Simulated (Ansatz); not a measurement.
Cost and result up the ladder for Si2O3 (the lowest singlet isomer of a short search) (5 atoms). The state is a singlet with charge 0. Geometry: PBE-D4/def2-SVP.

| atom | x (Å) | y (Å) | z (Å) |
| --- | --- | --- | --- |
| Si1 | 2.3659 | -0.7583 | -0.4319 |
| Si2 | -0.8604 | 0.2767 | 0.1563 |
| O3 | -1.0314 | 1.4647 | -0.8279 |
| O4 | -1.3688 | -0.6889 | 1.2599 |
| O5 | 0.8948 | -0.2942 | -0.1565 |

Ansatz on 4 threads of Arm Neoverse V1 on a shared host. Times are rough, and most runs start from the orbitals of an earlier one. PBE0-D4/def2-TZVPD serves as the yardstick here, not as an exact answer. Differences are given only for rows in sets of like size (and for xTB, whose basis is part of the method), since another set adds its own error. Binding counts from free atoms at the same level (Si triplet, O triplet; other spins of the atoms weren't run), without zero-point energy or a counterpoise term.

B3LYP takes the VWN-RPA correlation. Correlated methods freeze 13 core orbitals. The structure comes from a short search, and lower isomers may exist.

Correlated methods converge slowly with the basis.

```json
{"level": "HF/6-31G", "functions": "53", "wall time": "0.2 s", "binding energy per atom (eV)": "1.34", "difference from PBE0-D4/def2-TZVPD (eV)": "–"}
{"level": "PBE-D4/def2-SVP", "functions": "78", "wall time": "0.55 s", "binding energy per atom (eV)": "4.50", "difference from PBE0-D4/def2-TZVPD (eV)": "–"}
{"level": "B3LYP-D4/6-31G", "functions": "53", "wall time": "0.6 s", "binding energy per atom (eV)": "3.37", "difference from PBE0-D4/def2-TZVPD (eV)": "–"}
{"level": "PBE0-D4/def2-SVP", "functions": "78", "wall time": "0.7 s", "binding energy per atom (eV)": "4.14", "difference from PBE0-D4/def2-TZVPD (eV)": "–"}
{"level": "PBE-D4/def2-TZVP", "functions": "167", "wall time": "1.1 s", "binding energy per atom (eV)": "4.62", "difference from PBE0-D4/def2-TZVPD (eV)": "0.32"}
{"level": "MP2/def2-TZVP", "functions": "167", "wall time": "1.4 s", "binding energy per atom (eV)": "4.57", "difference from PBE0-D4/def2-TZVPD (eV)": "0.26"}
{"level": "BLYP-D4/def2-TZVP (with forces)", "functions": "167", "wall time": "1.4 s", "binding energy per atom (eV)": "4.57", "difference from PBE0-D4/def2-TZVPD (eV)": "0.27"}
{"level": "PBE-D4/def2-TZVPD", "functions": "206", "wall time": "1.7 s", "binding energy per atom (eV)": "4.63", "difference from PBE0-D4/def2-TZVPD (eV)": "0.32"}
{"level": "PBE0-D4/def2-TZVP", "functions": "167", "wall time": "2 s", "binding energy per atom (eV)": "4.30", "difference from PBE0-D4/def2-TZVPD (eV)": "-0.01"}
{"level": "r2SCAN-D4/def2-TZVP", "functions": "167", "wall time": "2.4 s", "binding energy per atom (eV)": "4.44", "difference from PBE0-D4/def2-TZVPD (eV)": "0.13"}
{"level": "PBE0-D4/def2-TZVPD", "functions": "206", "wall time": "2.5 s", "binding energy per atom (eV)": "4.31", "difference from PBE0-D4/def2-TZVPD (eV)": "0.00"}
{"level": "RPA@PBE/def2-TZVP", "functions": "167", "wall time": "2.6 s", "binding energy per atom (eV)": "3.97", "difference from PBE0-D4/def2-TZVPD (eV)": "-0.34"}
{"level": "r2SCAN-D4/def2-TZVPD", "functions": "206", "wall time": "3.6 s", "binding energy per atom (eV)": "4.44", "difference from PBE0-D4/def2-TZVPD (eV)": "0.13"}
{"level": "B97M-V/def2-TZVP", "functions": "167", "wall time": "3.7 s", "binding energy per atom (eV)": "4.43", "difference from PBE0-D4/def2-TZVPD (eV)": "0.12"}
```
